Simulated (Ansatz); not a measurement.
CH₆AlISi: the same geometry under several functionals.

```yaml
crystal:
  periodic: [false, false, false]
  atoms:
    - {symbol: Al, position_ang: [-1.034029, 1.395163, -0.610607]}
    - {symbol: C, position_ang: [-0.535040, -0.340223, 0.174537]}
    - {symbol: Si, position_ang: [1.207939, -0.752596, 0.688562]}
    - {symbol: I, position_ang: [-0.876441, -1.128198, -1.851437]}
    - {symbol: H, position_ang: [0.136069, 2.299088, -1.172790]}
    - {symbol: H, position_ang: [-2.551095, 1.837547, -0.526959]}
    - {symbol: H, position_ang: [-1.300750, -0.830105, 0.776939]}
    - {symbol: H, position_ang: [1.463225, -2.217756, 0.713927]}
    - {symbol: H, position_ang: [1.410839, -0.204741, 2.059202]}
    - {symbol: H, position_ang: [2.162384, -0.109480, -0.248573]}
basis:
  gaussian: {orbitals: def2-TZVPP}
hamiltonian: {xc: {name: B2PLYP}}
```

```sh
$ ansatz run in.yaml --threads 4 --pin off --events-out ev --progress --plain
```

It prints (some lines left out):

```
Functional definition: B2PLYP
1611 factors; integrals over basis functions are off by at most 1.2e-3 eV
mean field evaluation 1: about -23687.4681 eV, gradient 3.8e1 eV
mean field evaluation 2: about -23687.5660 eV, gradient 3.8e1 eV
mean field evaluation 4: about -23691.0992 eV, gradient 5.8e0 eV
mean field evaluation 8: about -23691.1565 eV, gradient 2.8e-1 eV
mean field evaluation 16: about -23691.1568 eV, gradient 1.5e-4 eV
mean field -23691.15676761 eV, -870.6339527667 hartree, gradient 5.0e-6 eV, S^2 0.000000; 0 other end points of the search recorded, 0 dependent functions left out
15 core orbitals not correlated: weight in the atoms' cores, before any rotation towards them, 1.000 or more for the frozen orbitals, at most 0.000 for the correlated occupied ones
reference -23691.15695986 eV, -870.6339598319 hartree; 17, 17 occupied and 217, 217 virtual orbitals, 1611 factors
second order -28.66478991 eV of doubles, -0.00000000 eV of singles
Total energy: -23698.89645314 eV, -870.9183809638 hartree
```

Hardware: 4 threads of a server CPU on a shared host. Wall time 7 s, peak host memory 0.71 GiB.

Changing it to `hamiltonian: {xc: {name: PBE-QIDH}}` (abridged; 7 s):

```
Functional definition: PBE-QIDH
mean field evaluation 16: about -23685.6025 eV, gradient 2.0e-4 eV
mean field -23685.60245907 eV, -870.4298356927 hartree, gradient 8.0e-6 eV, S^2 0.000000
15 core orbitals not correlated: weight in the atoms' cores, before any rotation towards them, 1.000 or more for the frozen orbitals, at most 0.000 for the correlated occupied ones
second order -26.88478018 eV of doubles, -0.00000000 eV of singles
Total energy: -23694.56406770 eV, -870.7591687358 hartree
```

With the line `hamiltonian: {xc: {name: BHLYP}, dispersion: d4}` (abridged; 3.9 s):

```
Functional definition: BHLYP
mean field evaluation 16: about -23709.0277 eV, gradient 4.8e-4 eV
mean field -23709.02774609 eV, -871.2906991127 hartree, gradient 4.8e-5 eV, S^2 0.000000
Total energy: -23709.45475160 eV, -871.3063912758 hartree
```

With the line `hamiltonian: {xc: {name: LC-wPBE}}` (abridged; 3.2 s):

```
Functional definition: LC-wPBE
mean field evaluation 16: about -23706.5899 eV, gradient 1.9e-4 eV
mean field -23706.58986639 eV, -871.2011086860 hartree, gradient 2.5e-5 eV, S^2 0.000000
Total energy: -23706.58986640 eV, -871.2011086863 hartree
```

Changing it to `hamiltonian: {xc: {name: CAM-B3LYP}, dispersion: d4}` (abridged; 4.4 s):

```
Functional definition: CAM-B3LYP
mean field evaluation 16: about -23710.6664 eV, gradient 2.8e-4 eV
mean field -23710.66644462 eV, -871.3509201729 hartree, gradient 2.9e-5 eV, S^2 0.000000
Total energy: -23710.92260302 eV, -871.3603338203 hartree
```

Changing it to `hamiltonian: {xc: {name: revPBE}, dispersion: d4}` (abridged; 2.3 s):

```
Functional definition: revPBE
mean field evaluation 16: about -23708.6555 eV, gradient 3.8e-4 eV
mean field -23708.65549826 eV, -871.2770192572 hartree, gradient 7.3e-5 eV, S^2 0.000000
Total energy: -23709.36571469 eV, -871.3031192294 hartree
```
